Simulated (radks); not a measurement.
Results of a calculation; reference values are marked as such.
Q: These are the eigenvalues of the occupied orbitals of an atom or ion with whole-number occupations (eV). Level of theory: scalar-relativistic Kohn-Sham, PBE, spin-polarised, spherical densities, finite nucleus; Fermi nuclear charge, rms radius of each element as measured or else 0.836 A^(1/3) + 0.57 fm (a radial shooting solver on a logarithmic mesh with Libxc functionals).

| orbital | eigenvalue |
|---|---|
| 1s up | -20201.61 |
| 1s down | -20201.60 |
| 2s up | -3171.910 |
| 2s down | -3170.219 |
| 2p up | -2876.247 |
| 2p down | -2874.981 |
| 3s up | -825.3299 |
| 3s down | -823.1637 |
| 3p up | -727.9364 |
| 3p down | -725.7451 |
| 3d up | -571.6420 |
| 3d down | -569.1545 |

Which element is it, and in what charge state? The configuration may be excited. Open shells, if any, are filled with parallel spins first.

A: Z = 42, molybdenum, charge +15: Mo15+ in [Ar] 3d9. The list shows which subshells hold electrons but not how many an open one holds; the 1s level, -742.4 hartree, gives Z - s = 38.5 by -(Z - s)^2/2, which with screening and relativity narrows Z to a few neighbours, and the depths of the outer levels then fix element, charge and occupations together.
